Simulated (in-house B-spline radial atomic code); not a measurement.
RPA and G0W0 on SCAN: S4+

Configuration [Ne] 3s2, mean-field start SCAN. Computed with an all-electron radial atomic-structure program (B-spline basis): all electrons, scalar-relativistic (spin-free one-electron X2C), finite nucleus, each spin shell either full or empty, empty states to l = 9 with an (l + 1/2)⁻⁴ tail; G0W0 by contour deformation at full frequency.

Command:
```bash
python run_gw.py task.json out
```
Settings (radii: box in bohr, nucleus in fm):
```
Z                        16
electrons                12
configuration            [Ne] 3s2
hamiltonian              x2c
method                   scan,scan
lmax                     9
rms_radius               3.2611
spin_polarised           False
box_radius               11.96
intervals                69
ion_configuration        [Ne] 3s1
```

Cost of the run: 3.4 s on 1 thread of Arm Neoverse N1, on a shared host.

Energies (hartree):

```csv
term,value
mean-field total,-394.96736
Hartree-Fock functional on these orbitals,-394.45088
direct second order,-0.85074
second-order exchange,0.31191
SOSEX correction,0.27657
```

(1) What is the RPA correlation energy, and what remains with SOSEX?

Quasi-particle levels (eV):

```tsv
level	occupied	mean field	Σx - vxc	Σc	QP weight	G0W0
3s	yes	-66.19	-4.80	?	?	?
2p	yes	-218.99	-22.14	4.50	0.916	-236.63
3p	no	-53.10	7.18	-1.86	0.942	-47.78
```

G0W0 = mean field + (Σx - vxc) + Σc, with Σc (partial-wave tail included) taken at the quasi-particle energy. Levels of low weight are left out.

(2) Where does G0W0 put 3s?

(3) What does it cost to remove one electron (to [Ne] 3s1) by differences of total energies, each species on its own start (correlation terms add to the Hartree-Fock functional)?

## Answers

(1) RPA gives -0.74445 hartree (-1.69 eV per electron); RPA + SOSEX gives -0.46788, and the second-order doubles -0.53884 hartree (no singles). SOSEX takes back 37 % of the RPA value.

(2) At -73.09 eV, with Σc = -2.11 eV and a quasi-particle weight of 0.954. The tabulated removal energy is 72.594 eV (NIST, measured); the calculation leaves out spin-orbit coupling, Breit and QED terms, and what these don't explain is the method's own error.

(3) SCAN 71.84 eV, Hartree-Fock functional 70.79 eV, + RPA 73.11 eV, + RPA + SOSEX 72.49 eV, + second order 73.24 eV. Tabulated: 72.594 eV (NIST, measured); the calculation leaves out spin-orbit coupling, Breit and QED terms, and what these don't explain is the method's own error.
